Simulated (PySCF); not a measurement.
H2BN, SMILES B=N, B3LYP/def2-SVP optimised geometry.

```
4

B      0.53     0.00     0.00
N     -0.71     0.00     0.00
H      1.71     0.00     0.00
H     -1.71     0.00     0.00
```

Density from B3LYP/def2-TZVP in PySCF at that geometry.

Minimum of the electron density along straight lines between bonded atoms, close to the bond critical point (lines longer than 1.1 times the sum of covalent radii, or with two minima, are not listed):

```
bond   length / Å  ρ at the minimum / e bohr⁻³  ∇²ρ there / e bohr⁻⁵  position (fraction from the first atom)
-----  ----------  ---------------------------  --------------------  ---------------------------------------
B1–N2       1.240                        0.285                   ___                                     0.35
B1–H3       1.180                          ___                 -0.46                                     0.45
N2–H4       0.999                          ___                 -1.94                                     0.76
```

### Question
Some entries are withheld; supply them.

### Answer

- B1–N2, ∇²ρ there / e bohr⁻⁵: 1.43
- B1–H3, ρ at the minimum / e bohr⁻³: 0.191
- N2–H4, ρ at the minimum / e bohr⁻³: 0.340
